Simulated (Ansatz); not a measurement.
Ansatz (a quantum-chemistry and plane-wave program) input file for diindium oxide (In2O), SMILES [In][O][In] (connectivity only; charge and spin as stated), neutral, multiplicity 1, PBE/def2-SVPD. Geometry optimised at B3LYP-D3(BJ)/def2-TZVP. The def2 effective core potentials stand for the cores of In; spin–orbit coupling is left out.

Ansatz 0.2 input:
```yaml
crystal:
  periodic: [false, false, false]
  atoms:
    - {symbol: In, position_ang: [0.00000000, 0.00000000, -2.01643998]}
    - {symbol: O, position_ang: [0.00000000, 0.00000000, 0.00000000]}
    - {symbol: In, position_ang: [0.00000000, 0.00000000, 2.01643998]}
basis:
  gaussian:
    orbitals: def2-SVPD
hamiltonian:
  xc: {name: PBE}
```

Program output:

```
WARN ansatz: RAYON_NUM_THREADS=1 ignored (pool sized by the plan → 1); use --threads N
Functional definition: PBE
integrals: 0.03 GiB planned
891 factors; their error is unknown
mean field: 0.21 GiB planned
mean field evaluation 1: about -12379.3912 eV, gradient 8.2e1 eV
mean field evaluation 2: about -12163.6154 eV, gradient 1.9e2 eV
mean field evaluation 4: about -12392.8592 eV, gradient 1.3e1 eV
mean field evaluation 8: about -12393.4939 eV, gradient 2.1e-1 eV
mean field evaluation 16: about -12393.4806 eV, gradient 1.9e-5 eV
mean field -12393.48064101 eV, -455.4520129542 hartree, gradient 1.9e-5 eV, S^2 0.000000; 0 other end points of the search recorded, 0 dependent functions left out
reference -12393.48068259 eV, -455.4520144821 hartree; 25, 25 occupied and 62, 62 virtual orbitals, 891 factors
Total energy: -12393.48068259 eV, -455.4520144821 hartree
```

Self-consistency was reached.
